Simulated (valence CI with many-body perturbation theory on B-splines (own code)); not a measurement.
# Questions on Zr¹⁸⁺

Calculated by valence CI with perturbative core correlation (CI+MBPT): four valence electrons over a frozen Dirac-Fock core [Ar], radial functions for each j: 9 s, 9 p, 10 d, 8 f, 5 g, 3 h, 1 i, with the one-electron correlation potential Σ1, the two-electron term Σ2, the three-electron term Σ3, Breit, model QED; selected CI, second order for the rest (own B-spline code, finite nucleus).

No measured levels were compared; by estimate terms of the open shell hold to 2 to 4 % of their energy, and close levels can change places. Core correlation moves these levels by up to 9100 cm⁻¹, and in measured spectra 5 to 20 % of such shifts remained as error; rates that hang on mixing are uncertain with them. Only levels of the ground parity were solved; by the run's estimate the other parity begins above the list, which can be wrong where configurations are misplaced.

Names give the largest LS component (configuration and term), which can be under half, so a name can repeat, a term be missing and a line seem to break the LS rules; names also repeat where a configuration has a term twice.

Rates and lifetimes use the calculated energies. Strong lines usually hold to 10 to 20 %, long lifetimes can be off by a factor of two.

Question: What is the ground level?

Answer: 3d4 5D_0, composition 84 % 3d4 5D + 15 % 3d4 3P.

Question: How well does LS coupling describe the low levels?

Answer: Among the lowest 20 levels the leading LS term, summed over configurations, holds 76 % on average. For single configurations the figures are 76 % in LS and 62 % in jj coupling. Terms mix most in the J = 4 level at 11.575 eV, where the leading one holds 44 %.

Question: What is the ionisation energy?

Answer: 745.01 eV; NIST lists 745 ± 3 eV (theoretical).

Question: How is the term 5D of the ground level split?

Answer: J = 0 at 0.000, J = 1 at 0.800, J = 2 at 1.740, J = 3 at 2.660, J = 4 at 3.508 eV.
